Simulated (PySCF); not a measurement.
Record of a relaxation.

Species: 3,4-dimethylphosphinine, C7H9P.
SMILES with atom numbers: `[CH3:1][c:2]1[cH:3][cH:4][p:5][cH:6][c:7]1[CH3:8]` (hydrogens: H9, H10, H11 on C1; H12 on C3; H13 on C4; H14 on C6; H15, H16, H17 on C8)

Computed by this run: PySCF, PBE0-D3(BJ)/def2-SVP geometry optimisation, gas phase; density fitting, grid level 1; the optimiser is geomeTRIC in internal coordinates, started from a GFN2-xTB structure with every atom displaced at random (about 0.01 Å). The frame can shift and turn from step to step; on so coarse a grid that alone can change the energy by a few meV, and forces under 0.02 eV/Å are noise.

Step 0: E = -16674.1192 eV, largest atomic force 3.971 eV/Å
```
atom  x, y, z in Å  |  force x, y, z in eV/Å
C1     -0.601    1.742    0.320   -0.897   0.795   0.359
C2      0.221    0.555    0.053    0.293   0.175   0.021
C3      1.582    0.718   -0.076    2.032  -0.222  -0.076
C4      2.531   -0.297   -0.309   -3.870  -0.877   0.161
P5      2.073   -1.973   -0.509    0.391   0.302   0.045
C6      0.355   -1.842   -0.301    0.807  -0.705  -0.157
C7     -0.365   -0.702   -0.060   -1.074  -0.073  -0.003
C8     -1.849   -0.812    0.074    0.011   0.085   0.415
H9     -1.355    1.910   -0.461   -0.109  -0.022  -0.150
H10    -0.011    2.661    0.387    0.178   0.061   0.014
H11    -1.178    1.658    1.261    0.106  -0.048  -0.075
H12     2.003    1.725    0.039   -0.210   0.033  -0.027
H13     3.521   -0.040   -0.390    2.822   0.727  -0.191
H14    -0.200   -2.780   -0.367   -0.055  -0.125  -0.038
H15    -2.371   -0.228   -0.680   -0.223   0.358  -0.353
H16    -2.185   -1.836   -0.024   -0.124  -0.546  -0.043
H17    -2.187   -0.446    1.053   -0.078   0.079   0.098
```

Step 1: E = -16674.2985 eV, largest atomic force 1.225 eV/Å
```
atom  x, y, z in Å  |  force x, y, z in eV/Å
C1     -0.735    2.387    0.079    0.130  -0.106  -0.071
C2      0.122    1.186   -0.209   -0.007   0.084   0.034
C3      1.506    1.355   -0.364   -0.398  -0.031  -0.067
C4      2.394    0.330   -0.646    1.191   0.285  -0.022
P5      1.993   -1.344   -0.815   -0.051   0.001  -0.022
C6      0.280   -1.236   -0.569   -0.119   0.013  -0.009
C7     -0.478   -0.089   -0.316    0.142  -0.038   0.014
C8     -1.964   -0.215   -0.149   -0.107  -0.014  -0.072
H9     -1.500    2.533   -0.699   -0.036   0.007  -0.035
H10    -0.130    3.300    0.133    0.016   0.045   0.010
H11    -1.273    2.278    1.031   -0.047   0.006   0.081
H12     1.890    2.375   -0.273    0.069   0.049   0.020
H13     3.475    0.614   -0.753   -0.823  -0.279   0.063
H14    -0.272   -2.181   -0.629    0.006  -0.024   0.005
H15    -2.505    0.376   -0.908    0.023  -0.022   0.037
H16    -2.291   -1.260   -0.242    0.014   0.014   0.004
H17    -2.296    0.158    0.833   -0.003   0.010   0.031
```

Step 2: E = -16674.3121 eV, largest atomic force 0.263 eV/Å
```
atom  x, y, z in Å  |  force x, y, z in eV/Å
C1     -0.731    2.388    0.074    0.021  -0.029  -0.013
C2      0.118    1.183   -0.212    0.046  -0.026  -0.007
C3      1.500    1.348   -0.369    0.043   0.182   0.009
C4      2.418    0.340   -0.639    0.019  -0.010   0.009
P5      1.993   -1.331   -0.821    0.051  -0.097  -0.015
C6      0.277   -1.233   -0.577   -0.004   0.048  -0.003
C7     -0.483   -0.091   -0.317    0.037  -0.028   0.002
C8     -1.971   -0.220   -0.145   -0.016   0.002  -0.007
H9     -1.498    2.537   -0.704   -0.006   0.002   0.002
H10    -0.122    3.301    0.125   -0.007   0.000   0.003
H11    -1.269    2.287    1.030   -0.001   0.005  -0.002
H12     1.882    2.370   -0.271    0.018   0.023   0.003
H13     3.481    0.615   -0.739   -0.254  -0.067   0.019
H14    -0.269   -2.182   -0.637    0.031  -0.006  -0.009
H15    -2.516    0.371   -0.898    0.008   0.003   0.004
H16    -2.294   -1.265   -0.239    0.006  -0.001   0.001
H17    -2.299    0.149    0.841    0.007   0.000   0.003
```

Step 3: E = -16674.3130 eV, largest atomic force 0.253 eV/Å
```
atom  x, y, z in Å  |  force x, y, z in eV/Å
C1     -0.734    2.387    0.070   -0.071   0.012   0.021
C2      0.121    1.187   -0.213    0.039   0.060  -0.004
C3      1.501    1.366   -0.368    0.034  -0.193   0.007
C4      2.402    0.338   -0.630   -0.177   0.009  -0.008
P5      1.992   -1.336   -0.823    0.017   0.061   0.021
C6      0.277   -1.238   -0.583    0.043   0.052   0.007
C7     -0.473   -0.091   -0.318   -0.097  -0.026   0.003
C8     -1.961   -0.219   -0.143   -0.002   0.009   0.026
H9     -1.502    2.530   -0.708    0.007   0.003   0.019
H10    -0.130    3.304    0.121   -0.009  -0.019  -0.003
H11    -1.273    2.284    1.028    0.013   0.007  -0.033
H12     1.891    2.386   -0.269   -0.019  -0.056  -0.014
H13     3.453    0.601   -0.729    0.245   0.061  -0.020
H14    -0.269   -2.187   -0.646   -0.011   0.022  -0.001
H15    -2.507    0.375   -0.892   -0.010   0.009  -0.010
H16    -2.285   -1.264   -0.239   -0.002  -0.003   0.000
H17    -2.284    0.147    0.845    0.001  -0.007  -0.011
```

Step 4: E = -16674.3155 eV, largest atomic force 0.057 eV/Å
```
atom  x, y, z in Å  |  force x, y, z in eV/Å
C1     -0.737    2.386    0.071    0.028   0.014  -0.002
C2      0.121    1.188   -0.212   -0.012  -0.022  -0.004
C3      1.502    1.356   -0.368   -0.013   0.028   0.009
C4      2.409    0.336   -0.633    0.000   0.005  -0.001
P5      1.996   -1.336   -0.820   -0.021   0.027   0.006
C6      0.281   -1.230   -0.580   -0.040  -0.041   0.002
C7     -0.477   -0.089   -0.317    0.022  -0.012  -0.006
C8     -1.965   -0.218   -0.143    0.008  -0.004  -0.003
H9     -1.505    2.528   -0.707    0.004  -0.003   0.001
H10    -0.136    3.303    0.123    0.000   0.005   0.000
H11    -1.277    2.282    1.027    0.004  -0.001  -0.002
H12     1.892    2.376   -0.271    0.000   0.001  -0.001
H13     3.465    0.605   -0.734    0.021   0.014   0.002
H14    -0.265   -2.179   -0.645   -0.006  -0.009   0.000
H15    -2.511    0.376   -0.893    0.001   0.001   0.000
H16    -2.287   -1.263   -0.240    0.001  -0.001  -0.001
H17    -2.290    0.147    0.845    0.003  -0.003  -0.001
```

Step 5: E = -16674.3155 eV, largest atomic force 0.061 eV/Å
```
atom  x, y, z in Å  |  force x, y, z in eV/Å
C1     -0.733    2.387    0.071   -0.021  -0.020  -0.003
C2      0.119    1.184   -0.212    0.008   0.030   0.002
C3      1.500    1.358   -0.367   -0.005   0.000  -0.006
C4      2.409    0.342   -0.633    0.042  -0.011   0.000
P5      1.995   -1.331   -0.818    0.018  -0.030  -0.009
C6      0.279   -1.235   -0.580    0.015   0.026   0.002
C7     -0.479   -0.092   -0.317    0.009   0.009   0.001
C8     -1.966   -0.223   -0.144   -0.006   0.007  -0.005
H9     -1.500    2.533   -0.707   -0.007   0.001  -0.003
H10    -0.126    3.302    0.121    0.000  -0.002  -0.001
H11    -1.272    2.287    1.027   -0.008   0.001   0.009
H12     1.884    2.379   -0.270    0.002   0.007   0.002
H13     3.467    0.613   -0.732   -0.057  -0.022   0.004
H14    -0.266   -2.184   -0.645    0.008   0.001   0.000
H15    -2.513    0.372   -0.894    0.002   0.000   0.003
H16    -2.288   -1.268   -0.241    0.001   0.001  -0.001
H17    -2.291    0.142    0.844    0.000   0.001   0.004
```

Step 6: E = -16674.3158 eV, largest atomic force 0.023 eV/Å
```
atom  x, y, z in Å  |  force x, y, z in eV/Å
C1     -0.736    2.386    0.071    0.000  -0.006  -0.002
C2      0.120    1.186   -0.212    0.006   0.004  -0.001
C3      1.501    1.358   -0.367   -0.006   0.005  -0.004
C4      2.409    0.340   -0.633    0.013  -0.001   0.004
P5      1.996   -1.333   -0.818    0.009  -0.011  -0.004
C6      0.280   -1.234   -0.580    0.008   0.015   0.002
C7     -0.477   -0.091   -0.317   -0.005  -0.004   0.001
C8     -1.965   -0.221   -0.144   -0.006   0.000  -0.003
H9     -1.503    2.530   -0.707   -0.002   0.000  -0.001
H10    -0.132    3.303    0.121    0.000   0.001  -0.001
H11    -1.275    2.284    1.027   -0.002   0.001   0.003
H12     1.887    2.379   -0.270    0.002   0.003   0.001
H13     3.466    0.610   -0.732   -0.021  -0.008   0.001
H14    -0.266   -2.183   -0.644    0.004   0.001   0.001
H15    -2.511    0.374   -0.893    0.000   0.000   0.002
H16    -2.287   -1.266   -0.241    0.000   0.000  -0.001
H17    -2.289    0.145    0.844    0.000  -0.001   0.002
```

Problem. Summarise the path.

Solution. The energy falls by 4.53 kcal/mol from step 0 to step 6; nine tenths of that is first reached at step 1. It never rises by more than 0.2 meV. The largest force goes from 3.971 to 0.023 eV/Å. Among the bonds C4–H13 changes most, from 1.026 to 1.096 Å; the atoms move by 0.028 Å rms after alignment.

What follows is the cost of the whole optimisation. Time: 4.5 min; peak memory 0.66 GiB. Hardware: one thread, Arm Neoverse V2 (aarch64), no GPU, shared host.
